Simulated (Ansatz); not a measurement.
Species: sum formula HBO, net charge 1, doublet state. 
Structure (B3LYP-D3(BJ)/def2-TZVP (Ansatz, a first-principles code) minimum search):
```xyz
3

B      0.0000     0.0000    -0.8499
O      0.0000     0.0000     0.3642
H      0.0000     0.0000     1.3361
```
Charge +1, spin multiplicity 2.

Basis-set convergence of Hartree-Fock and MP2 correlation energies (hartree) with Ansatz. Valence correlation only, unless marked. UHF or UKS for open shells. Spin-orbit coupling is left out. Non-relativistic.

```tsv
basis	functions	E(HF)	E(corr, MP2)
aug-cc-pVDZ	55	-99.80046	-0.23235
aug-cc-pVTZ	115	-99.83153	-0.28362
aug-cc-pVQZ	206	-99.83895	-0.30365
```

Extrapolating the two largest sets (X = 3 and 4) as X^-3: E(corr) = (64·(-0.30365) - 27·(-0.28362))/37 = -0.3183 Eh, an estimate of the basis-set limit. The largest set recovers 95.4 % of it, the smallest 73.0 %.
